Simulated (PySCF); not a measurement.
# Tb⁵⁷⁺ (terbium, charge +57) across methods

[He] 2s2 2p4, high-spin 3P determinant. Computed with PySCF 2.14 in an even-tempered Gaussian basis (19 s from 32 bohr⁻², ratio 2.2; 13 p from 41 bohr⁻², ratio 2.2; 5 d from 170 bohr⁻², ratio 2.4; 5 f from 250 bohr⁻², ratio 2.4; 4 g from 370 bohr⁻², ratio 2.4), with scalar relativity by spin-free X2C-1e.

```
 method  E (hartree)  mean ε 2s β (eV)  mean ε 2p α (eV)  mean ε 2p β (eV)  Σ⟨r²⟩ (bohr²)   ⟨S²⟩
    PBE     -7429.56          -13200.3          -12404.3          -12355.2        0.04891  2.000
r2SCANh     -7429.89          -13222.8          -12436.0          -12383.0        0.04887  2.000
   PBE0     -7429.53          -13232.3          -12442.1          -12390.2        0.04889  2.000
 M06-2X     -7430.47          -13262.9          -12481.3          -12424.5        0.04887  2.000
    LDA     -7421.52          -13190.6          -12398.9          -12343.5        0.04894  2.000
 r2SCAN     -7429.93          -13211.1          -12422.8          -12370.5        0.04887  2.000
    UHF  -7429.18396          -13326.1          -12554.0          -12493.4        0.04886  2.000
```

Spin-orbit coupling is strong in this species (close to jj coupling), so the high-spin LS determinant is a model state, not a physical level.
